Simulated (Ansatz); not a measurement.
Ansatz (a quantum-chemistry and plane-wave program) job for CF3, SMILES F[C](F)F, multiplicity 2, r2SCAN-D4/def2-TZVP. 

Ansatz 0.2 input:
```yaml
crystal:
  periodic: [false, false, false]
  atoms:
    - {symbol: F, position_ang: [-1.09537467, -0.63241486, -0.06869958]}
    - {symbol: C, position_ang: [0.00000000, 0.00000000, 0.30914811]}
    - {symbol: F, position_ang: [1.09537467, -0.63241486, -0.06869958]}
    - {symbol: F, position_ang: [-0.00000000, 1.26482972, -0.06869958]}
basis:
  gaussian:
    orbitals: def2-TZVP
hamiltonian:
  xc: r2scan
  dispersion: d4
magnetization: {spin_polarized: true, initial_magnetization: 1}
relax: {f_tol: 0.002, max_steps: 200}
```

It prints:

```
WARN ansatz: RAYON_NUM_THREADS=1 ignored (pool sized by the plan → 1); use --threads N
Functional definition: r2SCAN
integrals: 0.03 GiB planned
648 factors; their error is unknown
mean field: 0.40 GiB planned
mean field evaluation 1: about -9184.5959 eV, gradient 2.4e1 eV
mean field evaluation 2: about -9183.0061 eV, gradient 3.5e1 eV
mean field evaluation 4: about -9186.0372 eV, gradient 7.7e-1 eV
mean field evaluation 8: about -9186.0308 eV, gradient 2.0e-1 eV
mean field evaluation 16: about -9186.0309 eV, gradient 2.3e-5 eV
mean field -9186.03087496 eV, -337.5804081395 hartree, gradient 2.3e-5 eV, S^2 0.752616; 0 other end points of the search recorded, 0 dependent functions left out
the calculation of the forces begins
reference -9186.03088086 eV, -337.5804083563 hartree; 17, 16 occupied and 107, 108 virtual orbitals, 648 factors
relax step   1: F+E_penalty+E_count = -9186.03960544 eV  Δ(F+E_penalty+E_count) = +0.000e0 eV  max|allowed force component| = 6.522e-1 eV/Å  Δτ_max = 0.0000 Å  (30 SCF iters, accepted)
these checks for a lower state are left out or cut short: starts, cluster_reference, orbital_swaps, neighbouring_geometries, increment
integrals: 0.03 GiB planned
648 factors; their error is unknown
mean field: 0.41 GiB planned
mean field -9186.03870479 eV, -337.5806958803 hartree, gradient 1.0e-5 eV, S^2 0.752623; 0 other end points of the search recorded, 0 dependent functions left out
the calculation of the forces begins
reference -9186.03871067 eV, -337.5806960963 hartree; 17, 16 occupied and 107, 108 virtual orbitals, 648 factors
relax step   2: F+E_penalty+E_count = -9186.04743811 eV  Δ(F+E_penalty+E_count) = -7.833e-3 eV  max|allowed force component| = 2.032e-1 eV/Å  Δτ_max = 0.0241 Å  (33 SCF iters, accepted)
these checks for a lower state are left out or cut short: starts, cluster_reference, orbital_swaps, neighbouring_geometries, increment
integrals: 0.03 GiB planned
648 factors; their error is unknown
mean field: 0.40 GiB planned
mean field evaluation 32: about -9186.0397 eV, gradient 1.0e-5 eV
mean field -9186.03965211 eV, -337.5807306939 hartree, gradient 1.0e-5 eV, S^2 0.752620; 0 other end points of the search recorded, 0 dependent functions left out
the calculation of the forces begins
reference -9186.03965799 eV, -337.5807309100 hartree; 17, 16 occupied and 107, 108 virtual orbitals, 648 factors
relax step   3: F+E_penalty+E_count = -9186.04838471 eV  Δ(F+E_penalty+E_count) = -9.466e-4 eV  max|allowed force component| = 4.407e-3 eV/Å  Δτ_max = 0.0057 Å  (35 SCF iters, accepted)
these checks for a lower state are left out or cut short: starts, cluster_reference, orbital_swaps, neighbouring_geometries, increment
integrals: 0.03 GiB planned
648 factors; their error is unknown
mean field: 0.40 GiB planned
mean field -9186.03965343 eV, -337.5807307421 hartree, gradient 1.0e-5 eV, S^2 0.752621; 0 other end points of the search recorded, 0 dependent functions left out
the calculation of the forces begins
reference -9186.03965931 eV, -337.5807309582 hartree; 17, 16 occupied and 107, 108 virtual orbitals, 648 factors
relax step   4: F+E_penalty+E_count = -9186.04838598 eV  Δ(F+E_penalty+E_count) = -1.278e-6 eV  max|allowed force component| = 1.431e-3 eV/Å  Δτ_max = 0.0002 Å  (36 SCF iters, accepted)
integrals: 0.03 GiB planned
648 factors; their error is unknown
mean field: 0.40 GiB planned
mean field evaluation 64: about -9186.0397 eV, gradient 2.3e-5 eV
mean field -9186.03965343 eV, -337.5807307421 hartree, gradient 1.0e-5 eV, S^2 0.752621; 1 other end points of the search recorded, 0 dependent functions left out
the calculation of the forces begins
reference -9186.03965931 eV, -337.5807309582 hartree; 17, 16 occupied and 107, 108 virtual orbitals, 648 factors
Total energy: -9186.04839187 eV, -337.5810518738 hartree
Atom 0 at    -1.089941    -0.629277    -0.074795 Å, force    -0.001276    -0.000754    -0.000454 eV/Å
Atom 1 at     0.000000     0.000001     0.327435 Å, force     0.000000     0.000077     0.001337 eV/Å
Atom 2 at     1.089941    -0.629277    -0.074795 Å, force     0.001276    -0.000754    -0.000454 eV/Å
Atom 3 at    -0.000000     1.258553    -0.074795 Å, force    -0.000000     0.001431    -0.000429 eV/Å
Dipole moment:    -0.000000     0.000000     0.053754 e Å
```

The run converged.

Cost: roughly 16 core-seconds.
